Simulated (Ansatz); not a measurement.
Cartesian coordinates in Å:
```
Si 0.544 0.882 -1.136
C -0.288 -0.574 -0.261
C -0.240 -0.499 1.241
Cl -0.994 -1.928 1.993
Cl -1.024 0.983 1.839
H -0.317 2.088 -1.143
H 1.830 1.192 -0.456
H 0.823 0.473 -2.537
H -1.328 -0.651 -0.590
H 0.216 -1.495 -0.570
H 0.778 -0.470 1.621
```

Total charge 0; spin multiplicity 1.

(1) List the B3LYP/def2-TZVPP orbital energies in eV (the Gaussian-basis code of Ansatz). (Best estimate.)

## Answers

(1) The calculation gave: Occupied: -2762.82, -2762.71, -1799.11, -280.35, -277.35, -257.55, -257.44, -196.64, -196.53, -196.40, -196.39, -196.29, -196.28, -143.66, -98.98, -98.98, -98.97, -24.91, -22.54, -20.55, -17.04, -14.81, -13.59, -12.69, -12.23, -11.24, -9.75, -9.62, -9.58, -9.06, -8.78, -8.44, -8.32. Lowest empty: -0.37, 0.26, 0.48, 0.98, 1.10, 1.50, 1.86, 2.10.

B3LYP here is the variant with VWN-RPA as its local correlation; programs differ in this.
